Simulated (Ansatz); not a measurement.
Ga2H3. Total charge 0; doublet. Geometry relaxed at r2SCAN-D4/def2-TZVP.

| atom | x (Å) | y (Å) | z (Å) |
| --- | --- | --- | --- |
| Ga1 | -0.703 | -1.158 | 0.402 |
| Ga2 | 0.499 | 0.742 | -0.324 |
| H3 | -1.676 | -2.026 | 1.275 |
| H4 | 1.977 | 0.880 | 0.156 |
| H5 | -0.098 | 1.562 | -1.509 |

The relaxation made no stability test and no search for a lower SCF solution. The structure comes from a short search, and lower isomers may exist.

**Question.** Estimate the harmonic wavenumbers at UKS r2SCAN-D4/def2-TZVP (Ansatz, unscaled). Is this a minimum?

**Answer.** 159, 257, 282, 456, 463, 699, 1926, 1963, 1977 cm⁻¹. Yes, no mode is imaginary beyond noise. Zero-point energy 48.9 kJ/mol. Hardware: 4 threads of Arm Neoverse V2 on a shared host. Wall time 37 s.
